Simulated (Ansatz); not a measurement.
Potential energy curve for MgH, doublet.

Computed with full CI/def2-SVP, frozen core (Ansatz, a quantum-chemistry and plane-wave program).

Relative to R = 1.74 Å, what are the energies at R = 1.50, 2.37, 2.65, 3.11 Å?

7.2 kcal/mol at 1.50 Å, 15.7 kcal/mol at 2.37 Å, 22.7 kcal/mol at 2.65 Å, 27.6 kcal/mol at 3.11 Å.
